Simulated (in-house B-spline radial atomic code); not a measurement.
Atomic self-consistent-field run: the germanium ion Ge²⁺. All numbers are computed (non-relativistic r2SCAN, spin-polarised, spherical fractional occupations; point nucleus, inside a hard spherical wall at 3.63 bohr) with an all-electron radial atomic-structure program (B-spline basis), not measured.

Command:
```bash
python run_scf.py task.json out
```
Settings:
```
Z                32
configuration    [Ar] 3d10 4s2
hamiltonian      nr
method           r2scan
spin_polarised   True
wall_radius      3.63
```

Output (hartree, bohr):
```
 radial grid: 42 intervals, B-splines of order 8, outer radius 3.63 bohr

 iter        energy (Eh)    residual
    1       -2075.959391    5.87e-02
    2       -2075.963437    2.11e-03
    3       -2075.963568    1.05e-03
    4       -2075.963575    4.06e-04
    5       -2075.963576    1.11e-04
    6       -2075.963576    1.23e-04
    7       -2075.963576    6.89e-06
    8       -2075.963576    4.93e-07
    9       -2075.963576    4.97e-08

 total energy                     -2075.96358
 kinetic                            2075.4624
 electron-nucleus                  -4948.7966
 Hartree                             875.9029
 exchange-correlation                -78.5323

 orbital      occ     eigenvalue          <r>       <r^2>       <1/r>       r_max
 1s up      1.000      -398.7907    0.0478649  0.00306978     31.4989     0.03159
 1s down    1.000      -398.7907    0.0478649  0.00306978     31.4989     0.03159
 2s up      1.000       -50.2452     0.213581   0.0537483     6.93564      0.1793
 2s down    1.000       -50.2452     0.213581   0.0537483     6.93564      0.1793
 2p up      3.000       -44.7306     0.185255   0.0419871     6.89092      0.1428
 2p down    3.000       -44.7306     0.185255   0.0419871     6.89092      0.1428
 3s up      1.000        -6.8431     0.633983     0.46334     2.23468      0.5509
 3s down    1.000        -6.8431     0.633983     0.46334     2.23468      0.5509
 3p up      3.000        -4.9938     0.651329    0.498917     2.10769      0.5472
 3p down    3.000        -4.9938     0.651329    0.498917     2.10769      0.5472
 3d up      5.000        -1.8049     0.727775    0.673602     1.78952      0.5053
 3d down    5.000        -1.8049     0.727775    0.673602     1.78952      0.5053
 4s up      1.000        -0.9815      1.80114      3.5779    0.712359       1.675
 4s down    1.000        -0.9815      1.80114      3.5779    0.712359       1.675
```

Time taken, with all properties: 0.12 s on 1 thread of Arm Neoverse V1, on a shared host.
